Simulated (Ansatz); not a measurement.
`F[SiH2]O[SiH](F)F` at its PBE0-D4/def2-TZVP geometry, where that method's forces vanish. The species carries charge 0 and has multiplicity 1.

```xyz
9

F    -2.3066    0.9718   -0.9731
Si   -1.5025   -0.3075   -0.4807
O    -0.0640    0.1981    0.0745
Si    1.4755    0.3321    0.4930
F     1.7045   -0.3992    1.8742
F     2.3805   -0.4024   -0.5737
H    -2.2620   -0.9269    0.6225
H    -1.3081   -1.1990   -1.6411
H     1.8826    1.7330    0.6043
```

Q: What forces (eV/Å) does PBE-D4/def2-TZVPP give on these atoms in Ansatz 0.2.0? (An estimate is asked.)

A: The calculation gave: 
```
F1  -0.345  0.513 -0.207
Si2 -0.084 -0.458  0.015
O3  -0.110  0.122  0.032
Si4  0.055  0.433  0.013
F5   0.102 -0.296  0.620
F6   0.405 -0.300 -0.482
H7  -0.092 -0.082  0.139
H8   0.029 -0.116 -0.141
H9   0.040  0.184  0.012
```
